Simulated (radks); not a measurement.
The numbers below are computed, except where a source is named.
These are the eigenvalues of the occupied orbitals of an atom or ion with whole-number occupations (hartree). Code: a radial shooting solver on a logarithmic mesh with Libxc functionals. Model: non-relativistic Kohn-Sham, TPSS, spin-unpolarised, spherical densities, point nucleus; meta-GGA in the generalised Kohn-Sham scheme.

| orbital | eigenvalue |
|---|---|
| 1s | -77.04127 |
| 2s | -6.81183 |
| 2p | -4.98923 |
| 3s | -0.86118 |
| 3p | -0.52370 |

Which element is it, and in what charge state? The configuration may be excited.

Answer. Z = 15, phosphorus, charge +1: P+ in [Ne] 3s2 3p2. The list shows which subshells hold electrons but not how many an open one holds; the 1s level, -77.041 hartree, gives Z - s = 12.4 by -(Z - s)^2/2, which with screening narrows Z to a few neighbours, and the depths of the outer levels then fix element, charge and occupations together.
